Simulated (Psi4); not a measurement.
Pair of molecules, SMILES [AlH3] with SMILES CC#N (the first has 4 atoms); geometry from B3LYP-D3(BJ)/def2-TZVP.
(charge 0, multiplicity 1):
```xyz
10

Al    -0.03534     0.15324    -0.40982
H     -1.49527    -0.22022    -0.92852
H      1.14634    -0.86223    -0.74495
H      0.33284     1.70002    -0.30107
C     -0.58072    -0.79724     4.08471
C     -0.41011    -0.49997     2.67860
N     -0.27479    -0.26508     1.56747
H     -0.13452    -1.76567     4.31278
H     -0.09466    -0.02761     4.68504
H     -1.64310    -0.82522     4.32872
```

Level of theory: SAPT0/jun-cc-pV(D+d)Z in Psi4.

Task: Which attractive term is largest, and how does the interaction split up?

Result: electrostatics -42.86, exchange 45.37, induction -22.20, dispersion -6.65, total -26.34 kcal/mol; the largest attraction is electrostatics.
